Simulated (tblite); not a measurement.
Problem. Write Cartesian coordinates for `CC(C)(C)[C@H]([SiH3])/C(F)=C/F` as optimised with GFN2-xTB.

Solution. 
```
atom  x, y, z in Å
C1    -0.8061   -1.7431   -0.2317
C2    -0.8149   -0.2398    0.0736
C3    -1.6626   -0.0036    1.3254
C4    -1.4436    0.5074   -1.1016
C5     0.6345    0.2333    0.3561
Si6    0.9230    2.1371    0.4289
C7     1.6242   -0.3026   -0.6154
F8     1.5007    0.1470   -1.8852
C9     2.6223   -1.1237   -0.3180
F10    3.5301   -1.5358   -1.2219
H11   -1.8255   -2.1146   -0.3125
H12   -0.2970   -1.9489   -1.1705
H13   -0.3027   -2.2954    0.5598
H14   -2.6879   -0.3192    1.1455
H15   -1.2748   -0.5716    2.1683
H16   -1.6752    1.0486    1.5953
H17   -0.8412    0.4072   -1.9996
H18   -2.4314    0.1014   -1.3122
H19   -1.5523    1.5655   -0.8716
H20    0.9184   -0.1785    1.3295
H21    2.2667    2.3078    0.9857
H22    0.8458    2.7188   -0.9062
H23   -0.0573    2.7540    1.3222
H24    2.7950   -1.5317    0.6638
```

Any rigid rotation of these coordinates is as good. Atoms count from 1 in this order. The C–C distances run from 1.326 Å (C7=C9, drawn double) to 1.551 Å (C2–C5, drawn single), a spread of 0.225 Å. Of the pairs four or more bonds apart, Si6···H19 is among the closest relative to their van der Waals radii: 2.85 Å, 86 % of the sum of Bondi's values. Si6 (SiH3 silicon) is distorted tetrahedral (angles from 105.5° to 110.8°).

Bonds between heavy atoms (Å): C1–C2 1.534, C2–C3 1.530, C2–C4 1.528, C2–C5 1.551, C5–Si6 1.927, C5–C7 1.487, C7–F8 1.353, C7=C9 1.326, C9–F10 1.346.

Structure optimised with GFN2-xTB, isolated species.

Point group: C1 (no symmetry element, even within 0.4 Å). Its GFN2-xTB frequencies are all real (lowest 39 cm⁻¹). One conformer, not necessarily the lowest (C2–C5–C7–F8 67°). 3 starts were optimised and ended at 0.00, 0.24 and 1.00 kcal/mol (GFN2-xTB); the lowest of these is shown.

The numbers are calculated, not measured.
